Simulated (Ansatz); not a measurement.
`CBN[SiH2]C`, charge 0, multiplicity 1.

Problem. Give a relaxed structure at PBE0-D4/def2-TZVP (the Gaussian-basis code of Ansatz). (An estimate is asked.)

Solution. Computed: 
Z-matrix (Å, degrees):
```
C
B 1 1.569
H 1 1.097 2 109.5
H 1 1.095 2 110.2 3 115.4
H 1 1.093 2 115.7 3 -122.0
N 2 1.406 1 122.9 3 116.4
H 2 1.204 1 119.6 3 -63.2
Si 6 1.748 2 128.1 1 -0.3
H 6 1.009 2 116.2 1 -179.8
C 8 1.864 6 112.4 2 -70.2
H 8 1.489 6 106.0 2 169.4
H 8 1.487 6 109.9 2 52.1
H 10 1.092 8 110.9 6 60.5
H 10 1.093 8 110.6 6 -179.6
H 10 1.092 8 110.8 6 -59.5
```
This is one stationary point; other conformers may exist.
